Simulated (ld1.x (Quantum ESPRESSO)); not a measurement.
indium: one change to an ultrasoft potential, before and after

| Quantity | Value |
| --- | --- |
| Element | In (Z = 49) |
| Generator | ld1.x (Quantum ESPRESSO) 7.5 |
| Type | ultrasoft |
| Functional | PBE |
| Relativity | scalar-relativistic |
| Frozen core | [Kr] 4d10 |
| Valence charge | 3 |
| Reference configuration | 5s2 5p1 |
| Partial waves | 5s (bound): rcut 2.10, rcutus 2.30 bohr; 5s channel at -0.1 Ry: rcut 2.10, rcutus 2.30 bohr; 5p (bound): rcut 2.30, rcutus 3.05 bohr; 5p channel at 2 Ry: rcut 2.30, rcutus 3.05 bohr |
| Local potential | all-electron potential smoothed inside 2.40 bohr (lloc = -1) |
| Core correction | a·sin(br)/r model core, default radius (core density twice the valence density) |
| Augmentation charge | built from norm-conserving waves at rcut, not smoothed further |

Change: waves 5s (bound): rcut 2.10, rcutus 2.96 bohr; 5s channel at -0.1 Ry: rcut 2.10, rcutus 2.96 bohr.

Cutoffs: the cutoffs (Ry, on a coarse ladder) from which the occupation-weighted sum of valence levels, in a spherical-Bessel basis at the reference potential, stays within 10 and 1 mRy of its value at 400 Ry; they do not see the model core or the augmentation charge, which bear on the density cutoff. Errors are all-electron minus pseudo energies relative to the spin-unpolarised reference configuration.

Q: What does the change do?

A: Both files are very soft, the changed one slightly softer (loose and tight cutoff 6 and 8 Ry → 6 and 6 Ry on this coarse ladder); the errors of the 7 common tests hardly move; the range in which the s phases agree narrows (upper end at the end of the scan → 1.5); neither file shows a bound ghost.

| quantity | base | changed |
| --- | --- | --- |
| cutoff, loose | 6 Ry | 6 Ry |
| cutoff, tight | 8 Ry | 6 Ry |
| bound ghosts | none | none |
| error for 5s2 5p0, meV [ΔE 5.36 eV] | -16 | -16 |
| error for 5s1 5p0, meV [ΔE 24.60 eV] | -214 | -212 |
| error for 5s2 5p0.5, meV [ΔE 1.94 eV] | -2.8 | -2.8 |
| error for 5s0 5p3, meV [ΔE 11.95 eV] | -87 | -87 |
| error for 5s1 5p2, meV [ΔE 5.84 eV] | -22 | -22 |
| error for 5s2 5p1.3, meV [ΔE -0.53 eV] | -0.2 | -0.2 |
| error for 5s1 5p1, meV [ΔE 11.96 eV] | -64 | -63 |
| s: phases at 3.29 bohr within 0.05 rad from the reference energy up to (Ry; the scan ends near 5) | to the end of the scan | 1.5 |
| p: phases at 3.29 bohr within 0.05 rad from the reference energy up to (Ry; the scan ends near 5) | 3.0 | 3.0 |
| lowest overlap eigenvalue by channel | s 0.33, p 0.53 | s 0.32, p 0.53 |
